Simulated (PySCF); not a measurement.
# Pt⁵³⁺: ionisation energy

Pt⁵³⁺ [Ar] 3d7 (4F) → Pt⁵⁴⁺ [Ar] 3d6 (5D), as a difference of total energies. All numbers are calculated (PySCF 2.14, scalar relativity by spin-free X2C-1e, in an uncontracted even-tempered set (17 s from 13 bohr⁻², ratio 2.5; 13 p from 17 bohr⁻², ratio 2.5; 7 d from 17 bohr⁻², ratio 2.5; 4 f from 66 bohr⁻², ratio 2.7; 3 g from 99 bohr⁻², ratio 2.7)). Correlated levels: outer shells: [Ne] frozen; virtual orbitals above 40 to 60 times the deepest correlated orbital energy dropped. The calculations carry no spin-orbit coupling.

```tsv
method	ionisation energy (eV)
UHF	5155.6
LDA	5154.5
PBE	5155.9
PBE0	5156.4
r2SCAN	5158.1
BP86	5156.8
B97-3	5156.4
MP2 (outer shells)	5156.8
SCS-MP2 (outer shells)	5157.0
```

Spin-orbit coupling is strong in these open shells (close to jj coupling). The scalar numbers leave it out and a first-order estimate fails, so it can dominate the gap to the real levels.

Breit and QED terms and the two-electron picture change are absent.

For comparison: 5128 ± 5 eV (theoretical estimate listed by NIST; NIST Atomic Spectra Database, ionization energies).
